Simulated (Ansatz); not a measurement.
Si6Cl6⁺, that is Si6Cl6 prismane with one electron fewer. Charge 1, multiplicity 2. Geometry PBE0-D4/def2-SVP, that of the neutral singlet; atoms count from 1.

```xyz
12

Si    0.7956   -0.9745    1.3161
Cl    1.6890   -2.0367    2.8464
Si    1.3618   -0.6889   -0.9937
Cl    2.9147   -1.4163   -2.1460
Si   -0.7663   -1.6060   -0.3868
Cl   -1.6884   -3.4003   -0.8325
Si   -1.6931    0.5736   -0.3441
Cl   -3.6306    1.1690   -0.7443
Si   -0.1312    1.2051    1.3588
Cl   -0.2557    2.5335    2.9361
Si    0.4346    1.4907   -0.9513
Cl    0.9696    3.1508   -2.0587
```

(1) Estimate the Mulliken populations from the PBE0/def2-SVP orbitals of Ansatz.

(2) Where does the spin sit?

(3) And the Mayer bond orders between bonded heavy atoms (over 0.3)?

## Answers

(1) 
```
atom  charge (e)  spin (α − β)
 Si1        0.29          0.19
 Cl2       -0.11          0.04
 Si3        0.27          0.09
 Cl4       -0.12          0.03
 Si5        0.28          0.11
 Cl6       -0.11          0.03
 Si7        0.28          0.11
 Cl8       -0.11          0.03
 Si9        0.29          0.19
Cl10       -0.11          0.04
Si11        0.27          0.09
Cl12       -0.12          0.03
```
Mulliken values and Mayer orders depend strongly on the basis.

(2) Summed by element: Si 0.78, Cl 0.22, of 1 unpaired in all. Largest on single atoms: Si1 0.19, Si9 0.19, Si7 0.11.

(3) Si1–Cl2 1.23 (2.07 Å); Si1–Si3 0.60 (2.40 Å); Si1–Si5 0.58 (2.40 Å); Si1–Si9 0.61 (2.37 Å); Si3–Cl4 1.21 (2.07 Å); Si3–Si5 0.67 (2.40 Å); Si3–Si11 0.55 (2.37 Å); Si5–Cl6 1.21 (2.07 Å); Si5–Si7 0.56 (2.37 Å); Si7–Cl8 1.21 (2.07 Å); Si7–Si9 0.58 (2.40 Å); Si7–Si11 0.67 (2.40 Å); Si9–Cl10 1.23 (2.07 Å); Si9–Si11 0.60 (2.40 Å); Si11–Cl12 1.21 (2.07 Å).
